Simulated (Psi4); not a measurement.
Two rigid molecules brought together: H2 ··· CHN (SMILES [H][H] and C#N). Monomers: optimised at B3LYP-D3(BJ) (def2-TZVP), held rigid. Orientation: lowest of the rigid-body minima from ten starts at GFN2-xTB. R is the distance of the centres of mass, along which the second monomer moves.

Computed with SAPT0/jun-cc-pVDZ, frozen core (Psi4 1.11).

Components in kcal/mol:

```
R / Å  electrostatics  exchange  induction  dispersion  total
-----  --------------  --------  ---------  ----------  -----
2.64            -4.48     13.14      -2.45       -2.28   3.93
2.80            -2.85      7.80      -1.41       -1.57   1.97
3.04            -1.50      3.51      -0.63       -0.92   0.46
3.21            -0.99      1.98      -0.36       -0.65  -0.02
3.37            -0.69      1.15      -0.22       -0.47  -0.23
3.57            -0.46      0.58      -0.12       -0.32  -0.33
3.92            -0.26      0.17      -0.05       -0.17  -0.31
4.20            -0.18      0.06      -0.03       -0.11  -0.25
4.71            -0.11      0.01      -0.01       -0.05  -0.16
5.41            -0.06      0.00       0.00       -0.02  -0.09
6.44            -0.03      0.00       0.00       -0.01  -0.04
7.70            -0.02      0.00       0.00        0.00  -0.02
```
